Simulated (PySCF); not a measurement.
# Excitation energy of Hf by level of theory

Hf [Xe] 4f14 5d2 6s2 (3F) → Hf [Xe] 4f14 5d4 (5D), as a difference of total energies. All numbers are calculated (PySCF 2.14, the spin-free X2C one-electron Hamiltonian (Gaussian nucleus), in ANO-RCC-VTZP). Correlated levels: valence: [Xe] 4f14 frozen. The calculations carry no spin-orbit coupling.

| method | excitation energy (cm⁻¹) |
| --- | --- |
| UHF | 35584 |
| MP2 (valence) | 38304 |
| SCS-MP2 (valence) | 42607 |
| CCSD (valence) | 39359 |
| CCSD(T) (valence) | 39634 |

A first-order spin-orbit estimate (lowest level to lowest level, LS coupling) adds 0.150 eV.
